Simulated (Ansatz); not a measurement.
C6H18N2O2Zr can be A, `CC[N](C)[Zr]([OH])([OH])[N](C)CC`, or B, `CC(C)[NH][Zr]([OH])([OH])[NH]C(C)C`.

Program: Ansatz. Geometries: PBE0-D4/def2-TZVP. ΔE: electronic, gas phase. CCSD(T)/CBS adds triple-zeta CCSD(T) − MP2 to the extrapolated MP2 energy (def2 sets, frozen cores). DFT in def2-TZVPP. Elements past krypton have def2 core potentials. For Zr outer-core shells are correlated without core-valence functions, which leaves a few kJ/mol of doubt a bond. One conformer a species, not always the lowest.

**Question.** Which is lower in electronic energy at CCSD(T)/CBS, and by how much? (An estimate is asked.)

**Answer.** The calculation gave: B, by 20.3 kcal/mol.

**Question.** Give E(B) − E(A) in kcal/mol with HF/def2-TZVPP, PBE0-D4, PBE-D4, MP2/def2-TZVPP, LDA (SPW92), r2SCAN-D4, BLYP-D4. (An estimate is asked.)

**Answer.** Ansatz gave: HF/def2-TZVPP -19.1, PBE0-D4 -18.6, PBE-D4 -17.4, MP2/def2-TZVPP -19.4, LDA (SPW92) -19.2, r2SCAN-D4 -19.4, BLYP-D4 -16.2. None reverses the order clearly.

Largest T1 diagnostic: 0.015.

At CCSD(T), def2-SVP lies +3.3 kcal/mol from the extrapolated value and def2-TZVPP +1.2 kcal/mol. Leaving LDA and LC-ωPBE aside and taking each functional with its dispersion term where it has one, the values, not all of them listed here, spread over 3.9 kcal/mol, from ωB97M-V to BLYP-D4. LDA lies −1.6 kcal/mol from PBE without D4.
